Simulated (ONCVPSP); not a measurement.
**Configuration tests for sulfur (S) (ONCV)**

```json
{
 "Element": "S",
 "Generator": "ONCVPSP 4.0.1",
 "Type": "optimised norm-conserving Vanderbilt (ONCV)",
 "Functional": "LDA (Perdew-Wang 92)",
 "Relativity": "scalar-relativistic",
 "Frozen core": "[Ne]",
 "Valence charge": "6",
 "Reference configuration": "3s2 3p4",
 "Partial waves": "3s: rc 1.55 bohr, ncon 5, nbas 8, qcut 4 1/bohr, 2 projectors, debl 2.5 Ha; 3p: rc 1.15 bohr, ncon 4, nbas 8, qcut 8.6 1/bohr, 2 projectors, debl 2.4 Ha; d scattering state at 0.39 Ha: rc 1.35 bohr, ncon 4, nbas 7, qcut 8.4 1/bohr, 2 projectors, debl 1 Ha",
 "Local potential": "polynomial inside 0.70 bohr (lpopt 4, dvloc0 6 Ha)",
 "Core correction": "Teter function, fcfact 2, rcfact 1.45"
}
```

Energies are relative to the spin-unpolarised reference configuration 3s2 3p4; without spin polarisation the order of configurations can differ from experiment.

Problem. Give the all-electron excitation energy and the error of the potential for: 3s2 3p3; 3s2 3p2; 3s2 3p1; 3s1 3p4.

Solution.

```
valence configuration  charge  ΔE all-electron (eV)  error AE − PS (meV)
              3s2 3p3      +1                11.858                 +0.5
              3s2 3p2      +2                34.228                 +9.2
              3s2 3p1      +3                68.383                  +48
              3s1 3p4      +1                22.657                 +0.8
```

Levels in the configuration 3s2 3p2:

```json
{"level": "3s", "all-electron (eV)": "-39.397", "pseudo (eV)": "-39.378"}
{"level": "3p", "all-electron (eV)": "-28.073", "pseudo (eV)": "-28.053"}
```

Note: ghosts flagged at negative energy: p at -97.7 eV; GHOST(+) flagged for s at 191.3 eV. A true bound ghost makes a file unfit for plane-wave use.
